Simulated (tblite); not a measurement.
C₇H₁₄Se.
SMILES with atom numbers: `[CH2:1]=[CH:2][C@@H:3]([CH3:4])[C@@H:5]([SeH:6])[CH2:7][CH3:8]` (hydrogens: H9, H10 on C1; H11 on C2; H12 on C3; H13, H14, H15 on C4; H16 on C5; H17 on Se6; H18, H19 on C7; H20, H21, H22 on C8)

Computed with GFN2-xTB (tblite), gas phase: L-BFGS steps from a force-field or distance-geometry start until the largest atomic force falls under 0.01 eV/Å.

Step 15: E = -687.4865 eV
```
atom  x, y, z in Å  |  force x, y, z in eV/Å
C1     -2.1009    2.0226    0.0892   -0.054   0.083  -0.021
C2     -1.6762    0.9441   -0.5461   -0.022  -0.024   0.111
C3     -0.6516    0.0148    0.0405    0.018   0.040  -0.020
C4     -1.2735   -1.3774    0.2387   -0.010   0.014   0.026
C5      0.5983   -0.1174   -0.8268    0.175   0.031  -0.136
Se6     1.5236    1.6204   -1.2478   -0.242   0.106   0.088
C7      1.6738   -1.0070   -0.2184    0.205  -0.061   0.153
C8      2.1027   -0.5469    1.1697   -0.021   0.089   0.182
H9     -2.8729    2.6613   -0.3084    0.039  -0.010  -0.047
H10    -1.6978    2.3216    1.0461   -0.006  -0.067  -0.077
H11    -2.1140    0.6601   -1.4982    0.140  -0.017   0.074
H12    -0.3609    0.4064    1.0205   -0.024   0.035  -0.051
H13    -0.6916   -1.9449    0.9639   -0.104  -0.017  -0.086
H14    -2.2889   -1.2694    0.6192    0.066  -0.041  -0.008
H15    -1.3096   -1.9356   -0.6995   -0.021   0.117   0.109
H16     0.3305   -0.4937   -1.8170   -0.110  -0.108  -0.063
H17     0.3006    2.3223   -1.5461   -0.022   0.048  -0.033
H18     1.3135   -2.0342   -0.1733    0.049  -0.077  -0.072
H19     2.5549   -0.9846   -0.8652   -0.038  -0.047  -0.155
H20     2.0784    0.5403    1.2172    0.066   0.072   0.014
H21     1.4315   -0.9271    1.9352    0.033  -0.036   0.056
H22     3.1198   -0.8563    1.4057   -0.117  -0.129  -0.046
```

Step 16: E = -687.4969 eV
```
atom  x, y, z in Å  |  force x, y, z in eV/Å
C1     -2.1001    2.0254    0.0854   -0.039   0.041  -0.006
C2     -1.6777    0.9457   -0.5488    0.009  -0.032   0.047
C3     -0.6525    0.0176    0.0372    0.015  -0.030  -0.002
C4     -1.2788   -1.3738    0.2408    0.031   0.094  -0.009
C5      0.6032   -0.1138   -0.8296    0.039  -0.131   0.028
Se6     1.5098    1.6276   -1.2346   -0.255   0.137   0.031
C7      1.6800   -1.0041   -0.2152    0.133  -0.038   0.091
C8      2.1089   -0.5520    1.1747    0.011   0.084   0.088
H9     -2.8707    2.6600   -0.3179    0.013   0.041  -0.025
H10    -1.6971    2.3183    1.0443   -0.028  -0.037  -0.086
H11    -2.1134    0.6670   -1.5043    0.149  -0.030   0.096
H12    -0.3678    0.4082    1.0191    0.014   0.051  -0.057
H13    -0.6926   -1.9401    0.9620   -0.108  -0.039  -0.063
H14    -2.2933   -1.2623    0.6231    0.083  -0.043   0.004
H15    -1.3188   -1.9289   -0.6970   -0.024   0.071   0.067
H16     0.3321   -0.5067   -1.8140   -0.066  -0.031  -0.056
H17     0.2745    2.3076   -1.5467    0.027   0.041  -0.026
H18     1.3300   -2.0367   -0.1727    0.035  -0.013  -0.106
H19     2.5581   -0.9673   -0.8639    0.009  -0.083  -0.160
H20     2.0988    0.5351    1.2212    0.046   0.080   0.048
H21     1.4332   -0.9324    1.9344    0.027  -0.015   0.095
H22     3.1236   -0.8751    1.4017   -0.119  -0.119   0.000
```

Task: Estimate the geometry and energy of step 17. (The exact step hangs on the optimiser's Hessian estimate; all steps are aligned on step 16, rigid shifts and turns removed.)

Result: E = -687.5050 eV, largest force 0.267 eV/Å
```
atom  x, y, z in Å  |  force x, y, z in eV/Å
C1     -2.1003    2.0280    0.0821   -0.015  -0.013  -0.005
C2     -1.6787    0.9466   -0.5492    0.045  -0.024  -0.013
C3     -0.6524    0.0195    0.0346    0.020  -0.068   0.022
C4     -1.2820   -1.3696    0.2423    0.047   0.117  -0.027
C5      0.6078   -0.1133   -0.8319   -0.087  -0.211   0.139
Se6     1.4954    1.6353   -1.2244   -0.196   0.117   0.002
C7      1.6871   -1.0027   -0.2116    0.029  -0.003  -0.011
C8      2.1132   -0.5540    1.1803    0.024   0.047  -0.016
H9     -2.8691    2.6602   -0.3254   -0.011   0.075  -0.013
H10    -1.6970    2.3151    1.0415   -0.038   0.003  -0.060
H11    -2.1098    0.6711   -1.5068    0.128  -0.047   0.073
H12    -0.3726    0.4105    1.0171    0.056   0.061  -0.041
H13    -0.6956   -1.9378    0.9595   -0.077  -0.058  -0.023
H14    -2.2950   -1.2583    0.6259    0.060  -0.024   0.023
H15    -1.3260   -1.9227   -0.6938   -0.025   0.025  -0.002
H16     0.3318   -0.5167   -1.8129   -0.011   0.026  -0.023
H17     0.2559    2.2984   -1.5477    0.008   0.054  -0.031
H18     1.3428   -2.0390   -0.1746    0.033   0.040  -0.103
H19     2.5603   -0.9571   -0.8663    0.042  -0.095  -0.119
H20     2.1145    0.5332    1.2251    0.032   0.062   0.074
H21     1.4351   -0.9364    1.9361    0.018   0.017   0.105
H22     3.1241   -0.8910    1.3992   -0.082  -0.100   0.050
```

The energy changes by -0.0082 eV. The first-order estimate −F·Δx gives -0.0113 eV and the mean of the old and new forces, exact on a quadratic surface, -0.0081 eV. The step makes an angle of 66° with the force vector and moves no atom by more than 0.021 Å.

The cost below is that of the whole relaxation. Time: 1.1 s of wall time. Hardware: Arm Neoverse N1, one thread, shared host with 32 logical CPUs at a one-minute load of 21.
